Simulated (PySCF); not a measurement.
Vertical excitations of a molecule C2H3O2, multiplicity 2 from TDA-ωB97X/def2-SVPD (PySCF), as energy in eV (oscillator strength): 4.86 (0.061), 4.95 (0.000), 5.85 (0.002), 6.08 (0.020), 6.45 (0.061), 6.55 (0.000), 6.75 (0.000), 7.52 (0.000), 7.59 (0.008), 7.61 (0.038). Geometry: TPSSh-D3(BJ)/def2-SVP. A frequency run showed that this geometry is not a minimum. Other conformers were not sampled.

Task: Pick the molecule that these values belong to.
(A) [CH2]C(=O)O
(B) [CH2]OC=O
(C) CO[C]=O
(D) CC([O])=O

Result: B, [CH2]OC=O
